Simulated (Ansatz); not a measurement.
Isomers of Te9Pb8⁻ (doublet), relaxed with PBE-D4/def2-SVP; total energies from Ansatz at ωB97X-V/def2-SVP.

| isomer | description | energy (Eh) |
| --- | --- | --- |
| A | point group not assigned; 27 × Pb–Te 2.96 to 3.41 Å | -3955.70452 |
| B | point group not assigned; 25 × Pb–Te 2.94 to 3.39 Å; 2 × Te–Te 3.08 to 3.15 Å | -3955.67161 |
| C | point group not assigned; 26 × Pb–Te 2.95 to 3.35 Å | -3955.70324 |
| D | point group not assigned; 22 × Pb–Te 2.84 to 3.39 Å; 2 × Te–Te 2.93 to 3.18 Å; 1 × Pb–Pb 3.39 Å | -3955.63712 |

In the def2 sets Pb, Te take a core potential; there is no spin–orbit coupling. Single mean-field runs in def2-SVP are fitted with def2-universal-jkfit.

The isomers come from a short search, and lower ones may exist.

Question: Work out the relative energies (1 Eh = 2625.5 kJ/mol) and the Boltzmann populations at 298 K from electronic energies alone (R = 8.314 J/mol/K).

Answer: ΔE: A 0.0, B 86.4, C 3.4, D 177.0 kJ/mol. RT = 2.48 kJ/mol. Factors exp(−ΔE/RT): A 1, B 7.41e-16, C 0.254, D 1.01e-31; sum 1.254. Populations: A 79.7 %, B 0.0 %, C 20.3 %, D 0.0 %. Zero-point energy, vibrational entropy and symmetry numbers are left out and can shift these; an error of 4 kJ/mol changes a ratio by a factor of 5.0. Over the other density-functional and correlated levels in def2 sets, the gap between A and C ranges from -5 to 9 kJ/mol.
